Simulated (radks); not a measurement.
Question: The mean radii <r> (bohr) of the occupied orbitals of an atom or ion are listed with their occupations. Method: Dirac Kohn-Sham, PBE, spin-unpolarised, spherical densities, point nucleus; computed with a radial shooting solver on a logarithmic mesh with Libxc functionals.

| orbital | occ. | <r> |
|---|---|---|
| 1s1/2 | 2 | 0.1202 |
| 2s1/2 | 2 | 0.6247 |
| 2p1/2 | 2 | 0.5994 |
| 2p3/2 | 4 | 0.6016 |
| 3s1/2 | 1 | 2.213 |
| 4f5/2 | 1 | 8.743 |

Name the element and its charge. Open shells, if any, fill j = l - 1/2 first.

Answer: Z = 13, aluminium, charge +1: Al+ in [Ne] 3s1 4f1. The 1s radius gives Z: for a bare nucleus <r> = (2 gamma + 1)/(2Z) with gamma = sqrt(1 - (Z/c)^2), 0.115 bohr for Z = 13, and screening makes it slightly larger (0.1202 here). The occupations add up to 12, and the charge is Z minus that.
